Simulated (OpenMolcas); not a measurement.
S4+: effect of the active space

- Program: OpenMolcas 26.06
- Method: CASSCF or its RAS form
- Basis: ANO-RCC-VTZP
- Scalar Hamiltonian: DKH2, point nucleus
- Spin-orbit coupling: RASSI with atomic mean-field integrals over the reference wave functions, term energies averaged over their components

A. 2 electrons in 4 orbitals (3s 3p); 2S+1 = 3 even, 3 roots; 2S+1 = 1 even, 7 roots; 2S+1 = 3 odd, 3 roots; 2S+1 = 1 odd, 3 roots; cost of the order of 15 core-seconds
B. 2 electrons in 8 orbitals (3s 3p 4s 4p); 2S+1 = 3 even, 3 roots; 2S+1 = 1 even, 7 roots; 2S+1 = 3 odd, 3 roots; 2S+1 = 1 odd, 3 roots; cost about 16 core-seconds
C. 2 electrons in 9 orbitals (RAS2 3s 3p; RAS3 3d, at most 2 electrons); 2S+1 = 3 even, 3 roots; 2S+1 = 1 even, 7 roots; 2S+1 = 3 odd, 3 roots; 2S+1 = 1 odd, 3 roots; cost of the order of 16 core-seconds

Energies in cm-1 above 3s2 1S0, the measured ground level; measured values from NIST levels in Podobedova, Kelleher and Wiese, J. Phys. Chem. Ref. Data 38, 171 (2009); Martin, Zalubas and Musgrove, J. Phys. Chem. Ref. Data 19, 821 (1990).

```
      Level       A       B       C  Measured
    3s2 1S0     0.0     0.0     0.0       0.0
3s 3p 3P* 0   82386   83079   81256     83024
3s 3p 3P* 1   82717   83410   81584     83394
3s 3p 3P* 2   83389   84081   82252     84155
3s 3p 1P* 1  140646  140934  129114    127151
    3p2 3P0  200873  201526  199118    199967
    3p2 3P1  201216  201869  199462    200371
    3p2 3P2  201857  202509  200137    201146
    3p2 1D2  217053  217563  193443    193739
```

Deviations, from unrounded energies. A percentage is the sum of absolute deviations over the sum of measured energies, with the sign that they share, or ± where signs differ.

| Against measurement | Levels | A | B | C |
| --- | --- | --- | --- | --- |
| mean absolute deviation (cm-1) | 8 | 5200 | 5300 | 1300 |
| other configurations (%) | 8 | ±3.5 | ±3.6 | ±0.9 |

C lies closest to measurement on these levels and B furthest from it. The largest miss of C in the table is 3s 3p 1P* 1, by +2000 cm-1. The ranking rests on the paired levels alone, and a cruder setting can come out closer through cancelling errors.

Among A to C the level of the table that moves most is 3p2 1D2, by 24000 cm-1 (lowest in C, highest in B).

The ¹D term of p² mixes with s d, which this space lacks (holds for A; B). Active for correlation alone: 4p 4s; no level in the range computed is led by a configuration that fills them, so any true level of that kind is missing (holds for B). Active for correlation alone: 3d; no level in the range computed is led by a configuration that fills it, so any true level of that kind is missing (holds for C). Some terms mix strongly with configurations of 3d, whose occupation reaches 0.23 (3p2 1D) (holds for C). Measured partners are found by configuration, term and J. A level has none where our copy of the source lacks it or the pairing is in doubt (some pairs that miss far off the trend of their configuration count as doubtful), and it then counts in no deviation. Only configurations of the active space appear. Levels that lie high or do not pair safely by name in every column are left out.

* marks odd parity.
